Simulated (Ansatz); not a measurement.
Two isomers of C2H5NSi: A = `CC1=N[SiH2]1`, B = `C#C[SiH2]N`.

Calculated with Ansatz (gas phase, PBE0-D4/def2-TZVP geometries, no zero-point term in ΔE). CCSD(T)/CBS is the MP2 limit (def2-TZVPP, def2-QZVPP) plus CCSD(T) − MP2 in def2-TZVPP, frozen cores. DFT in def2-TZVPP. B3LYP here is the variant with VWN-RPA as its local correlation; programs differ in this. One conformer a species, not always the lowest.

Task: Which isomer does CCSD(T)/CBS put lower? Give the gap. (An estimate is asked.)

Result: The calculation gave: B, by 17.3 kcal/mol.

Task: Give E(B) − E(A) in kcal/mol with CCSD(T)/def2-SVP, B3LYP-D4, ωB97M-V, PBE0-D4, BLYP-D4, PBE-D4, CCSD(T)/def2-TZVPP. (Estimate.)

Result: Ansatz gave: CCSD(T)/def2-SVP -10.0, B3LYP-D4 -15.2, ωB97M-V -14.5, PBE0-D4 -9.7, BLYP-D4 -14.1, PBE-D4 -7.9, CCSD(T)/def2-TZVPP -16.2. None reverses the order clearly.

Task: Does the order hold for the free energy at 298.15 K (harmonic terms from PBE0-D4)? (Best estimate.)

Result: Computed: Yes: G(B) − G(A) = -18.8 kcal/mol, for one conformer each.

Largest T1 diagnostic: 0.015.

Leaving LDA and LC-ωPBE aside and taking each functional with its dispersion term where it has one, the values, not all of them listed here, spread over 9.9 kcal/mol, from BHLYP-D4 to revPBE-D4. LDA lies +2.3 kcal/mol from PBE without D4. In def2-TZVPP, CCSD(T) changes the Hartree–Fock value by +6.3 kcal/mol (the triples alone add +1.4 kcal/mol) and MP2 by +5.0 kcal/mol.
